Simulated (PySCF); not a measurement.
A side-by-side comparison of computed properties.

First species: C₅H₁₄SSi.
Bonds: C1–S2, S2–Si3, Si3–C4, C4–C5, C4–C6, C4–C7. Hydrogens: H8, H9, H10 on C1; H11, H12 on Si3; H13, H14, H15 on C5; H16, H17, H18 on C6; H19, H20, H21 on C7.

Second species: C5H10Se.
SMILES with atom numbers: `[CH3:1][C@@H:2]1[CH2:3][CH2:4][Se:5][CH2:6]1` (hydrogens: H7, H8, H9 on C1; H10 on C2; H11, H12 on C3; H13, H14 on C4; H15, H16 on C6)

Levels: B3LYP/def2-SVPD for HOMO energy, LUMO energy, HOMO–LUMO gap and static isotropic polarisability; TDDFT B3LYP/def2-SVPD for lowest singlet excitation; TDA B3LYP/def2-SVPD for lowest triplet excitation (Tamm–Dancoff); ΔSCF B3LYP/def2-SVPD for vertical ionisation energy. Geometries: PBE0-D3(BJ)/def2-SVP. All species are isolated and taken at one optimised geometry, non-relativistic unless stated. Electronic properties by PySCF.

Dipoles, sizes and rotational constants follow the conformer. The torsions of the flexible species, by atom-mapped SMILES:
- `[CH3:1][S:2][SiH2:3][C:4]([CH3:5])([CH3:6])[CH3:7]`: C1–S2–Si3–C4 180°, S2–Si3–C4–C5 60°

The conformers of `C[C@@H]1CC[Se]C1` aren't listed.

Which has the higher HOMO–LUMO gap?

The first: 6.38 eV against 5.49 eV, a difference of 0.89 eV.

Which of the two has the higher static isotropic polarisability, and by how much?

The first: 113.1 au against 87.4 au, a difference of 25.7 au.

Which has the higher S1 energy?

The first: 5.27 eV against 4.31 eV, a difference of 0.96 eV.

Which of the two has the higher T1 energy, and by how much?

The first: 4.98 eV against 3.91 eV, a difference of 1.07 eV.

Which has the higher vertical ionisation energy?

The first: 8.76 eV against 8.04 eV, a difference of 0.72 eV.

Which of the two has the higher HOMO energy, and by how much?

The second: -5.68 eV against -6.52 eV, a difference of 0.84 eV.

On the first: No computed singlet falls in the visible range (750 to 380 nm, 1.65 to 3.26 eV); S1 lies 2.01 eV above its blue end. The principal polarisabilities are 98.1, 105.4 and 135.7 au; their mean is the isotropic value.

On the second: S1 lies 1.18 eV below the HOMO–LUMO gap; its leading configuration is HOMO→LUMO, weight 0.96. The principal polarisabilities are 73.7, 87.6 and 100.9 au; their mean is the isotropic value. The calculation is non-relativistic and has no spin–orbit coupling, an omission that weighs most on selenium.
